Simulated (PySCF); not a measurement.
CF2, SMILES F[C]F (connectivity only; charge and spin as stated), charge +1, multiplicity 2. Atoms are numbered in the order given.

```xyz
3

F      0.0000    -1.0748    -0.1409
C      0.0000     0.0000     0.4228
F      0.0000     1.0748    -0.1409
```
Charge +1, spin multiplicity 2.

Coordinates come from a PBE0-D3(BJ)/def2-TZVP optimisation. The isomer is the one that the SMILES or the coordinates give; other isomers of the formula were not compared.

Calculation: PBE0/pcH-1 (PySCF).

Unrestricted Kohn–Sham, ⟨S²⟩ = 0.753. Hyperfine tensors hold the contact and dipolar terms, without spin-orbit corrections.

### Question
Estimate the hyperfine couplings. (The exact figures need the calculation; the answer reports its results.)

### Answer

```tsv
nucleus	A(iso) (MHz)	A(iso) (G)	dipolar principal values (MHz)
19F no. 1	450.2	160.7	-334.5, -250.3, 584.8
13C no. 2	1121.1	400.0	-67.1, -52.8, 119.8
19F no. 3	450.2	160.7	-334.5, -250.3, 584.8
```

### Question
And the g tensor (effective nuclear charges for spin-orbit coupling, GIAO)? (Estimate from the structure and the level; the computed values follow.)

### Answer
principal values 1.9944, 2.0012, 2.0043; isotropic 1.9999.
